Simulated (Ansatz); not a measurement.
silole cation (C₄H₆Si), SMILES C1=C[SiH2]C=C1 (connectivity only; charge and spin as stated), charge +1, multiplicity 2.

Coordinates come from a PBE-D3(BJ)/def2-SVP optimisation. The spin state was assumed, not searched.

Two levels are set side by side: PBE/def2-SVPD (Ansatz, a program for electronic structure) and CAM-B3LYP/def2-SVPD (Ansatz). Energy differences of separate SCF runs at the same geometry; the states with an electron removed or added have multiplicity 1 and 1. Differences are taken from unrounded values.

| quantity | PBE |
|---|---|
| vertical ionisation energy (eV) | 15.46 |
| vertical electron affinity (eV) | 8.36 |

Question: These are the PBE values. What does CAM-B3LYP give? (Estimate from the structure and the level; the computed values follow.)

Answer: 
| quantity | CAM-B3LYP | PBE minus CAM-B3LYP |
|---|---|---|
| vertical ionisation energy (eV) | 15.49 | -0.03 |
| vertical electron affinity (eV) | 8.30 | 0.05 |

On these quantities the two levels nearly agree.
